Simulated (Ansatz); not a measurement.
# Counterpoise correction, worked out

The pair of N2 (SMILES N#N, atoms 1–2) and SiH3F (SMILES [SiH3]F, atoms 3–7), both closed shells, in one local arrangement (a lower one may exist), relaxed at PBE0-D4/def2-TZVP:

N1  (0.516, 0.148, -2.325)
N2  (0.248, -0.305, -3.279)
Si3  (-0.131, 0.059, 1.142)
F4  (-0.945, -0.989, 0.246)
H5  (1.317, -0.210, 0.980)
H6  (-0.541, -0.130, 2.553)
H7  (-0.465, 1.427, 0.683)
(Å)

Ansatz 0.2.0; basis: def2-TZVPPD; cores frozen in the correlated methods.

CCSD(T) total energies in eV:

| system | geometry | basis functions | energy |
| --- | --- | --- | --- |
| pair | pair | all | -13606.52518 |
| N2 | as in the pair | all (partner as ghosts) | -2976.35036 |
| SiH3F | as in the pair | all (partner as ghosts) | -10630.14203 |
| N2 | as in the pair | its own | -2976.34327 |
| SiH3F | as in the pair | its own | -10630.13473 |
| N2 | free (PBE0-D4 minimum) | its own | -2976.34374 |
| SiH3F | free (PBE0-D4 minimum) | its own | -10630.13473 |

Task: Work out the interaction energy with and without the counterpoise correction, the superposition error, and the binding energy from the relaxed fragments.

Result: Without correction: -13606.52518 − (-2976.34327) − (-10630.13473) = -0.04718 eV.
With correction (each fragment in the whole basis): -13606.52518 − (-2976.35036) − (-10630.14203) = -0.03279 eV = -0.76 kcal/mol.
The superposition error is the difference, 0.01439 eV, 31 % of the uncorrected value: each fragment borrows its partner's functions.
Deformation from the free shapes: 0.00047 eV for N2 and 0.00000 eV for SiH3F.
Binding energy from relaxed fragments: -0.03279 + 0.00047 + 0.00000 = -0.03232 eV = -0.75 kcal/mol (electronic, without zero-point energy; negative means bound). For comparison, the corrected interaction energy by CCSD(T) at an estimated basis limit (MP2 extrapolated from triple and quadruple zeta, plus CCSD(T) − MP2 in triple zeta) is -0.037 eV; triple zeta with the correction binds less.

T1 diagnostic: at most 0.014.

For scale, one of the runs: CCSD(T)/def2-TZVPPD, 213 basis functions, launched by `ansatz run in.yaml --threads 4 --pin off --events-out ev --progress --plain --max-ram 9574MiB`. Hardware: 4 CPU threads of an Arm Neoverse V2, shared host. Wall time 41 s; peak host memory 3.1 GiB.
